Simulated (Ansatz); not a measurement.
Program: Ansatz. Geometries: PBE0-D4/def2-TZVP. ΔE: electronic, gas phase. CCSD(T)/CBS is the MP2 limit (def2-TZVPP, def2-QZVPP) plus CCSD(T) − MP2 in def2-TZVPP, frozen cores. Functionals use def2-TZVPP. B3LYP here is the variant with VWN-RPA as its local correlation; programs differ in this. Each species was taken in one conformer, which may not be the lowest.

Consider the cleavage of the Si–Al bond: `C[BH][AlH][SiH2]C` + `C#CSS` → `C#CSS[SiH2]C` + `C[BH][AlH2]`.

| level | ΔE (kcal/mol) | difference from CCSD(T)/CBS |
| --- | --- | --- |
| PBE-D4 | -11.6 | 3.2 |
| r2SCAN-D4 | -13.7 | 1.1 |
| PBE0-D4 | -12.5 | 2.3 |
| B3LYP-D4 | -14.5 | 0.3 |
| ωB97X-V | -14.2 | 0.6 |
| ωB97M-V | -15.6 | -0.8 |
| B2PLYP | -14.4 | 0.4 |
| PBE | -10.5 | 4.3 |
| r2SCAN | -13.5 | 1.3 |
| PBE0 | -11.6 | 3.2 |
| B3LYP | -12.7 | 2.1 |
| HF/def2-TZVPP | -15.3 | -0.5 |
| MP2/def2-TZVPP | -16.9 | -2.1 |
| SCS-MP2/def2-TZVPP | -16.2 | -1.4 |
| CCSD/def2-TZVPP | -13.5 | 1.3 |
| CCSD(T)/def2-TZVPP | -13.7 | 1.1 |
| HF/def2-QZVPP | -15.4 | -0.6 |
| MP2/def2-QZVPP | -17.6 | -2.8 |
| SCS-MP2/def2-QZVPP | -16.8 | -2.0 |
| HF/CBS(def2) | -15.5 | -0.7 |
| MP2/CBS(def2) | -18.0 | -3.2 |
| CCSD/CBS(def2) | -14.6 | 0.2 |
| CCSD(T)/CBS | -14.8 | 0 |

Largest T1 diagnostic among the species: 0.014.

From PBE to PBE0 (25 % exact exchange), in def2-TZVPP and without D4, ΔE moves by −1.1 kcal/mol. The D4 term adds −1.8 kcal/mol with B3LYP and −0.9 kcal/mol with PBE0; it sums over pairs of atoms, weighted by their polarisabilities, and B3LYP, whose exchange is more repulsive, gets the larger term.
